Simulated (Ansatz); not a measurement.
Ansatz (a first-principles code) input (B3LYP-D3(BJ)/def2-TZVP):

Ansatz 0.2 input:
```yaml
crystal:
  periodic: [false, false, false]
  atoms:
    - {symbol: Cu, position_ang: [-0.00000000, -0.00000000, -0.04943660]}
    - {symbol: H, position_ang: [0.00000000, 0.00000000, 1.43366134]}
basis:
  gaussian:
    orbitals: def2-TZVP
hamiltonian:
  xc: b3lyp
  dispersion: d3bj
phonons: {temperatures: {t_min: 298.15, t_max: 298.15, t_step: 100}}
```

Output:

```
Functional definition: B3LYP
integrals: 0.01 GiB planned
539 factors; integrals over basis functions are off by at most 4.7e-4 eV
mean field: 0.13 GiB planned
mean field evaluation 1: about -44654.5442 eV, gradient 5.7e1 eV
mean field evaluation 2: about -44567.4903 eV, gradient 3.2e2 eV
mean field evaluation 4: about -44657.6036 eV, gradient 1.0e1 eV
mean field evaluation 8: about -44657.7610 eV, gradient 4.5e-2 eV
mean field -44657.76097596 eV, -1641.1424457488 hartree, gradient 1.3e-5 eV, S^2 0.000000; 0 other end points of the search recorded, 0 dependent functions left out
the calculation of the forces begins
reference -44657.76116288 eV, -1641.1424526182 hartree; 15, 15 occupied and 36, 36 virtual orbitals, 539 factors
these checks for a lower state are left out or cut short: stability, starts, cluster_reference, orbital_swaps, neighbouring_geometries, increment
integrals: 0.01 GiB planned
539 factors; integrals over basis functions are off by at most 4.7e-4 eV
mean field: 0.13 GiB planned
mean field evaluation 16: about -44657.7610 eV, gradient 3.2e-2 eV
mean field -44657.76097595 eV, -1641.1424457487 hartree, gradient 9.9e-7 eV, S^2 0.000000; 0 other end points of the search recorded, 0 dependent functions left out
the calculation of the forces begins
reference -44657.76116288 eV, -1641.1424526181 hartree; 15, 15 occupied and 36, 36 virtual orbitals, 539 factors
these checks for a lower state are left out or cut short: stability, starts, cluster_reference, orbital_swaps, neighbouring_geometries, increment
integrals: 0.01 GiB planned
539 factors; integrals over basis functions are off by at most 4.7e-4 eV
mean field: 0.13 GiB planned
mean field -44657.76097595 eV, -1641.1424457487 hartree, gradient 9.9e-7 eV, S^2 0.000000; 0 other end points of the search recorded, 0 dependent functions left out
the calculation of the forces begins
reference -44657.76116288 eV, -1641.1424526181 hartree; 15, 15 occupied and 36, 36 virtual orbitals, 539 factors
these checks for a lower state are left out or cut short: stability, starts, cluster_reference, orbital_swaps, neighbouring_geometries, increment
integrals: 0.01 GiB planned
539 factors; integrals over basis functions are off by at most 4.7e-4 eV
mean field: 0.13 GiB planned
mean field evaluation 32: about -44657.7610 eV, gradient 4.2e-5 eV
mean field -44657.76097595 eV, -1641.1424457487 hartree, gradient 9.9e-7 eV, S^2 0.000000; 0 other end points of the search recorded, 0 dependent functions left out
the calculation of the forces begins
reference -44657.76116288 eV, -1641.1424526181 hartree; 15, 15 occupied and 36, 36 virtual orbitals, 539 factors
these checks for a lower state are left out or cut short: stability, starts, cluster_reference, orbital_swaps, neighbouring_geometries, increment
integrals: 0.01 GiB planned
539 factors; integrals over basis functions are off by at most 4.7e-4 eV
mean field: 0.13 GiB planned
mean field -44657.76097595 eV, -1641.1424457487 hartree, gradient 9.9e-7 eV, S^2 0.000000; 0 other end points of the search recorded, 0 dependent functions left out
the calculation of the forces begins
reference -44657.76116288 eV, -1641.1424526181 hartree; 15, 15 occupied and 36, 36 virtual orbitals, 539 factors
these checks for a lower state are left out or cut short: stability, starts, cluster_reference, orbital_swaps, neighbouring_geometries, increment
integrals: 0.01 GiB planned
539 factors; integrals over basis functions are off by at most 4.7e-4 eV
mean field: 0.13 GiB planned
mean field -44657.76094044 eV, -1641.1424444437 hartree, gradient 2.9e-6 eV, S^2 0.000000; 0 other end points of the search recorded, 0 dependent functions left out
the calculation of the forces begins
reference -44657.76112736 eV, -1641.1424513127 hartree; 15, 15 occupied and 36, 36 virtual orbitals, 539 factors
these checks for a lower state are left out or cut short: stability, starts, cluster_reference, orbital_swaps, neighbouring_geometries, increment
integrals: 0.01 GiB planned
539 factors; integrals over basis functions are off by at most 4.7e-4 eV
mean field: 0.13 GiB planned
mean field -44657.76093246 eV, -1641.1424441504 hartree, gradient 2.4e-6 eV, S^2 0.000000; 0 other end points of the search recorded, 0 dependent functions left out
the calculation of the forces begins
reference -44657.76111940 eV, -1641.1424510202 hartree; 15, 15 occupied and 36, 36 virtual orbitals, 539 factors
these checks for a lower state are left out or cut short: stability, starts, cluster_reference, orbital_swaps, neighbouring_geometries, increment
integrals: 0.01 GiB planned
539 factors; integrals over basis functions are off by at most 4.7e-4 eV
mean field: 0.13 GiB planned
mean field -44657.76097595 eV, -1641.1424457487 hartree, gradient 9.9e-7 eV, S^2 0.000000; 0 other end points of the search recorded, 0 dependent functions left out
the calculation of the forces begins
reference -44657.76116288 eV, -1641.1424526181 hartree; 15, 15 occupied and 36, 36 virtual orbitals, 539 factors
these checks for a lower state are left out or cut short: stability, starts, cluster_reference, orbital_swaps, neighbouring_geometries, increment
integrals: 0.01 GiB planned
539 factors; integrals over basis functions are off by at most 4.7e-4 eV
mean field: 0.13 GiB planned
mean field evaluation 64: about -44657.7612 eV, gradient 3.2e-2 eV
mean field -44657.76097595 eV, -1641.1424457487 hartree, gradient 9.9e-7 eV, S^2 0.000000; 0 other end points of the search recorded, 0 dependent functions left out
the calculation of the forces begins
reference -44657.76116288 eV, -1641.1424526181 hartree; 15, 15 occupied and 36, 36 virtual orbitals, 539 factors
these checks for a lower state are left out or cut short: stability, starts, cluster_reference, orbital_swaps, neighbouring_geometries, increment
integrals: 0.01 GiB planned
539 factors; integrals over basis functions are off by at most 4.7e-4 eV
mean field: 0.13 GiB planned
mean field -44657.76097595 eV, -1641.1424457487 hartree, gradient 9.9e-7 eV, S^2 0.000000; 0 other end points of the search recorded, 0 dependent functions left out
the calculation of the forces begins
reference -44657.76116288 eV, -1641.1424526181 hartree; 15, 15 occupied and 36, 36 virtual orbitals, 539 factors
these checks for a lower state are left out or cut short: stability, starts, cluster_reference, orbital_swaps, neighbouring_geometries, increment
integrals: 0.01 GiB planned
539 factors; integrals over basis functions are off by at most 4.7e-4 eV
mean field: 0.13 GiB planned
mean field -44657.76097595 eV, -1641.1424457487 hartree, gradient 9.9e-7 eV, S^2 0.000000; 0 other end points of the search recorded, 0 dependent functions left out
the calculation of the forces begins
reference -44657.76116288 eV, -1641.1424526181 hartree; 15, 15 occupied and 36, 36 virtual orbitals, 539 factors
these checks for a lower state are left out or cut short: stability, starts, cluster_reference, orbital_swaps, neighbouring_geometries, increment
integrals: 0.01 GiB planned
539 factors; integrals over basis functions are off by at most 4.7e-4 eV
mean field: 0.13 GiB planned
mean field -44657.76093246 eV, -1641.1424441504 hartree, gradient 2.4e-6 eV, S^2 0.000000; 0 other end points of the search recorded, 0 dependent functions left out
the calculation of the forces begins
reference -44657.76111940 eV, -1641.1424510202 hartree; 15, 15 occupied and 36, 36 virtual orbitals, 539 factors
these checks for a lower state are left out or cut short: stability, starts, cluster_reference, orbital_swaps, neighbouring_geometries, increment
integrals: 0.01 GiB planned
539 factors; integrals over basis functions are off by at most 4.7e-4 eV
mean field: 0.13 GiB planned
mean field evaluation 96: about -44657.7609 eV, gradient 2.9e-6 eV
mean field -44657.76094044 eV, -1641.1424444437 hartree, gradient 2.9e-6 eV, S^2 0.000000; 0 other end points of the search recorded, 0 dependent functions left out
the calculation of the forces begins
reference -44657.76112736 eV, -1641.1424513127 hartree; 15, 15 occupied and 36, 36 virtual orbitals, 539 factors
Total energy: -44657.77825627 eV, -1641.1430807888 hartree
Atom 0 at    -0.000000    -0.000000    -0.049437 Å, force     0.000000    -0.000000     0.000427 eV/Å
Atom 1 at     0.000000     0.000000     1.433661 Å, force    -0.000000     0.000000    -0.000427 eV/Å
Dipole moment:     0.000000    -0.000000    -0.528084 e Å
Vibrations: 1861.37 cm⁻¹, zero-point energy 0.115390 eV
```
